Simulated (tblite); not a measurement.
Species: C3H11BrOSi2.
Numbering: `[CH3:1][CH2:2][Si@H:3]([Br:4])[CH2:5][O:6][SiH3:7]` (hydrogens: H8, H9, H10 on C1; H11, H12 on C2; H13 on Si3; H14, H15 on C5; H16, H17, H18 on Si7)

Computed with GFN2-xTB (tblite), gas phase: L-BFGS steps from a force-field or distance-geometry start until the largest atomic force falls under 0.01 eV/Å.

Step 15: E = -645.8006 eV
```
atom  x, y, z in Å  |  force x, y, z in eV/Å
C1      2.2862    0.8324    0.0605   -0.012   0.043  -0.001
C2      1.9822   -0.6652    0.0996    0.061   0.015   0.027
Si3     0.4608   -1.1719   -0.9193   -0.074  -0.090   0.011
Br4     0.8820   -0.7435   -3.0757    0.040  -0.015   0.068
C5     -1.1060   -0.1433   -0.5993    0.015   0.035  -0.053
O6     -1.4894   -0.2069    0.7541    0.062  -0.027  -0.031
Si7    -2.8056    0.5755    1.3107    0.060  -0.081   0.024
H8      1.4452    1.4113    0.4412    0.018  -0.029  -0.023
H9      2.5032    1.1585   -0.9561   -0.032   0.004   0.015
H10     3.1536    1.0599    0.6790   -0.009  -0.019  -0.027
H11     1.8651   -0.9735    1.1410   -0.104  -0.018  -0.053
H12     2.8476   -1.2121   -0.2827    0.026   0.002   0.003
H13     0.2130   -2.6152   -0.8900    0.004   0.096   0.034
H14    -1.9337   -0.5005   -1.2244    0.046  -0.009  -0.047
H15    -0.9453    0.9053   -0.8811    0.009   0.000  -0.034
H16    -2.6462    2.0045    1.0456   -0.033   0.099   0.050
H17    -2.7431    0.1911    2.7079    0.011  -0.003   0.001
H18    -3.9784    0.0998    0.5773   -0.089  -0.002   0.034
```

Step 16: E = -645.8035 eV
```
atom  x, y, z in Å  |  force x, y, z in eV/Å
C1      2.2840    0.8315    0.0614    0.000   0.062  -0.011
C2      1.9827   -0.6659    0.1016    0.053   0.025   0.035
Si3     0.4646   -1.1689   -0.9177   -0.160  -0.147   0.020
Br4     0.8844   -0.7432   -3.0700    0.058  -0.009   0.008
C5     -1.1043   -0.1417   -0.6042    0.023   0.038  -0.055
O6     -1.4875   -0.2063    0.7497    0.036  -0.004  -0.072
Si7    -2.8033    0.5747    1.3095    0.056  -0.101   0.039
H8      1.4431    1.4126    0.4410    0.036  -0.053  -0.017
H9      2.4980    1.1549   -0.9566   -0.021   0.015   0.010
H10     3.1534    1.0600    0.6767   -0.014  -0.009  -0.022
H11     1.8605   -0.9736    1.1422   -0.076  -0.027  -0.045
H12     2.8463   -1.2141   -0.2834    0.034   0.013   0.033
H13     0.2090   -2.6117   -0.8826    0.015   0.108   0.028
H14    -1.9296   -0.5028   -1.2327    0.067   0.018  -0.010
H15    -0.9421    0.9075   -0.8870   -0.015  -0.029  -0.022
H16    -2.6531    2.0045    1.0519   -0.014   0.122   0.039
H17    -2.7323    0.1847    2.7040    0.007  -0.005   0.021
H18    -3.9827    0.1042    0.5845   -0.086  -0.017   0.021
```

Question: Estimate the geometry and energy of step 17. (The exact step hangs on the optimiser's Hessian estimate; all steps are aligned on step 16, rigid shifts and turns removed.)

Answer: E = -645.8069 eV, largest force 0.233 eV/Å
```
atom  x, y, z in Å  |  force x, y, z in eV/Å
C1      2.2813    0.8310    0.0624    0.015   0.050  -0.023
C2      1.9835   -0.6665    0.1047    0.013   0.021   0.017
Si3     0.4671   -1.1669   -0.9153   -0.180  -0.145   0.027
Br4     0.8884   -0.7428   -3.0632    0.076  -0.009  -0.051
C5     -1.1017   -0.1392   -0.6116    0.026   0.031  -0.048
O6     -1.4847   -0.2054    0.7425   -0.006   0.025  -0.098
Si7    -2.7996    0.5723    1.3084    0.031  -0.074   0.038
H8      1.4408    1.4134    0.4406    0.038  -0.065  -0.002
H9      2.4908    1.1502   -0.9573   -0.004   0.032  -0.006
H10     3.1529    1.0603    0.6734   -0.009   0.008  -0.012
H11     1.8543   -0.9742    1.1438   -0.039  -0.032  -0.029
H12     2.8450   -1.2164   -0.2834    0.037   0.029   0.068
H13     0.2037   -2.6059   -0.8723    0.015   0.065   0.022
H14    -1.9231   -0.5055   -1.2435    0.070   0.046   0.019
H15    -0.9382    0.9099   -0.8952   -0.036  -0.040  -0.016
H16    -2.6623    2.0065    1.0605    0.004   0.092   0.036
H17    -2.7173    0.1758    2.6999    0.005  -0.008   0.037
H18    -3.9898    0.1097    0.5940   -0.055  -0.027   0.020
```

The energy changes by -0.0033 eV. The first-order estimate −F·Δx gives -0.0046 eV and the mean of the old and new forces, exact on a quadratic surface, -0.0033 eV. The step makes an angle of 72° with the force vector and moves no atom by more than 0.018 Å.

What follows is the cost of the whole relaxation. Hardware: an Arm Neoverse N1 with one thread, on a shared host. Cost: 1.9 s wall.
